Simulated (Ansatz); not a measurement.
Consider the isomerisation: `FCCOC(F)F` → `OC(CF)C(F)F`.

Isolated molecules relaxed with PBE0-D4/def2-TZVP in Ansatz; ΔE leaves out vibrations. CCSD(T)/CBS is the MP2 limit (def2-TZVPP, def2-QZVPP) plus CCSD(T) − MP2 in def2-TZVPP, frozen cores. DFT in def2-TZVPP. B3LYP here is the variant with VWN-RPA as its local correlation; programs differ in this. HSE06 is defined as in plane-wave codes. Each species was taken in one conformer, which may not be the lowest.

| level | ΔE (kJ/mol) | difference from CCSD(T)/CBS |
| --- | --- | --- |
| LDA (SPW92) | 0.0 | 9.4 |
| revPBE-D4 | -1.5 | 7.9 |
| BLYP-D4 | 0.3 | 9.7 |
| r2SCAN-D4 | -0.4 | 9.0 |
| B3LYP-D4 | -0.6 | 8.8 |
| r2SCANh-D4 | -0.9 | 8.5 |
| r2SCAN0-D4 | -1.5 | 7.9 |
| HSE06-D4 | -2.0 | 7.4 |
| BHLYP-D4 | -0.8 | 8.6 |
| CAM-B3LYP-D4 | -0.7 | 8.7 |
| ωB97X-V | -2.3 | 7.1 |
| ωB97M-V | -3.9 | 5.5 |
| B2PLYP | -2.2 | 7.2 |
| PBE-QIDH | -3.8 | 5.6 |
| revPBE | 0.1 | 9.5 |
| BLYP | 1.4 | 10.8 |
| r2SCAN | -0.4 | 9.0 |
| PBE0 | -1.9 | 7.5 |
| B3LYP | 0.1 | 9.5 |
| r2SCANh | -0.9 | 8.5 |
| r2SCAN0 | -1.4 | 8.0 |
| HSE06 | -1.7 | 7.7 |
| BHLYP | -0.4 | 9.0 |
| CAM-B3LYP | -0.4 | 9.0 |
| LC-ωPBE | -3.9 | 5.5 |
| RPA@PBE/def2-TZVPP | -6.1 | 3.3 |
| HF/def2-SVP | 7.9 | 17.3 |
| MP2/def2-SVP | 0.6 | 10.0 |
| CCSD/def2-SVP | 1.0 | 10.4 |
| CCSD(T)/def2-SVP | 1.6 | 11.0 |
| HF/def2-TZVPP | 3.3 | 12.7 |
| MP2/def2-TZVPP | -6.8 | 2.6 |
| SCS-MP2/def2-TZVPP | -5.5 | 3.9 |
| CCSD/def2-TZVPP | -5.4 | 4.0 |
| CCSD(T)/def2-TZVPP | -5.3 | 4.1 |
| HF/def2-QZVPP | 3.5 | 12.9 |
| SCS-MP2/def2-QZVPP | -7.9 | 1.5 |
| HF/CBS(def2) | 3.5 | 12.9 |
| MP2/CBS(def2) | -10.8 | -1.4 |
| CCSD/CBS(def2) | -9.5 | -0.1 |
| CCSD(T)/CBS | -9.4 | 0 |

Largest T1 diagnostic among the species: 0.012.

At CCSD(T), def2-SVP lies +11.0 kJ/mol from the extrapolated value and def2-TZVPP +4.1 kJ/mol. Leaving LDA and LC-ωPBE aside and taking each functional with its dispersion term where it has one, the values spread over 4.1 kJ/mol, from ωB97M-V to BLYP-D4.

CCSD(T)/CBS has its own doubt, a few kJ/mol and more with outer-core shells, so smaller differences from it don't rank the levels.
